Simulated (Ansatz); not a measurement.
Mulliken charges of C2H2FSn (`C#[C][SnH][F]`) radical from PBE/def2-TZVPP in Ansatz (PBE0-D4/def2-TZVP geometry).

```
atom   x (Å)   y (Å)   z (Å)  charge (e)
  C1  -0.086   0.923  -1.648      -0.039
  C2   0.086   0.324  -0.612      -0.424
 Sn3   0.629  -0.738   1.094       0.791
  F4  -0.628  -2.198   1.151      -0.434
  H5  -0.266   1.454  -2.555       0.203
  H6   0.308   0.172   2.524      -0.096
```

Task: By hand: the dipole of these point charges (1 e Å = 4.8032 D).

Result: Σ q r = (0.653, 0.475, -0.071) e Å, of length 0.811 e Å = 3.90 D.

Task: How does the dipole of the full density compare? (Best estimate.)

Result: Ansatz gave: (0.366, 0.385, -0.067) e Å, 2.57 D; the point charges give 1.52 times that, at 11° from its direction.

Point charges leave out the atoms' own dipoles, such as those of lone pairs, and Mulliken's split depends on the basis, so the two needn't agree.
